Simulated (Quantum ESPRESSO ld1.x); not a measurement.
Values are calculated unless marked as measured or tabulated.
Ti4+, 18 electrons, occupied as [Ar]. Level of theory: non-relativistic Kohn-Sham, exchange-only LDA, spin-polarised, spherical densities, point nucleus (ld1.x of Quantum ESPRESSO 7.5).

Normalised radial functions P(r) = r R(r), r in bohr:

| r | 3s | 3p |
|---|---|---|
| 0.006506 | 0.1279 | 0.0049 |
| 0.007277 | 0.1406 | 0.0060 |
| 0.008205 | 0.1551 | 0.0076 |
| 0.009177 | 0.1697 | 0.0094 |
| 0.01035 | 0.1862 | 0.0118 |
| 0.01167 | 0.2036 | 0.0148 |
| 0.01305 | 0.2204 | 0.0183 |
| 0.01471 | 0.2388 | 0.0228 |
| 0.01646 | 0.2561 | 0.0280 |
| 0.01855 | 0.2744 | 0.0348 |
| 0.02075 | 0.2906 | 0.0425 |
| 0.0234 | 0.3065 | 0.0524 |
| 0.02617 | 0.3192 | 0.0637 |
| 0.02951 | 0.3295 | 0.0781 |
| 0.03301 | 0.3350 | 0.0940 |
| 0.03722 | 0.3352 | 0.1142 |
| 0.04163 | 0.3288 | 0.1363 |
| 0.04693 | 0.3135 | 0.1636 |
| 0.05292 | 0.2878 | 0.1951 |
| 0.05919 | 0.2532 | 0.2281 |
| 0.06673 | 0.2037 | 0.2675 |
| 0.07464 | 0.1453 | 0.3074 |
| 0.08416 | 0.0696 | 0.3529 |
| 0.09413 | -0.0124 | 0.3966 |
| 0.1061 | -0.1104 | 0.4430 |
| 0.1187 | -0.2081 | 0.4836 |
| 0.1338 | -0.3145 | 0.5209 |
| 0.1497 | -0.4095 | 0.5465 |
| 0.1688 | -0.4986 | 0.5596 |
| 0.1903 | -0.5653 | 0.5532 |
| 0.2129 | -0.5985 | 0.5251 |
| 0.24 | -0.5943 | 0.4674 |
| 0.2685 | -0.5466 | 0.3851 |
| 0.3027 | -0.4448 | 0.2653 |
| 0.3386 | -0.3025 | 0.1252 |
| 0.3817 | -0.1050 | -0.0508 |
| 0.427 | 0.1113 | -0.2324 |
| 0.4814 | 0.3607 | -0.4346 |
| 0.5385 | 0.5911 | -0.6185 |
| 0.6071 | 0.8132 | -0.7956 |
| 0.6791 | 0.9777 | -0.9291 |
| 0.7656 | 1.0913 | -1.0258 |
| 0.8633 | 1.1301 | -1.0663 |
| 0.9656 | 1.0988 | -1.0512 |
| 1.089 | 1.0020 | -0.9828 |
| 1.218 | 0.8682 | -0.8790 |
| 1.373 | 0.6993 | -0.7390 |
| 1.536 | 0.5373 | -0.5961 |
| 1.731 | 0.3775 | -0.4455 |
| 1.937 | 0.2529 | -0.3190 |
| 2.184 | 0.1514 | -0.2073 |
| 2.442 | 0.0861 | -0.1286 |
| 2.754 | 0.0424 | -0.0705 |
| 3.08 | 0.0197 | -0.0367 |
| 3.473 | 0.0077 | -0.0163 |

3s: eigenvalue -110.89 eV, 2 radial nodes at r = 0.0926, 0.404 bohr, <r> = 0.984 bohr, 90 % of the charge inside 1.46 bohr. 3p: eigenvalue -87.505 eV, 1 radial node at r = 0.369 bohr, <r> = 1.03 bohr, 90 % of the charge inside 1.57 bohr.
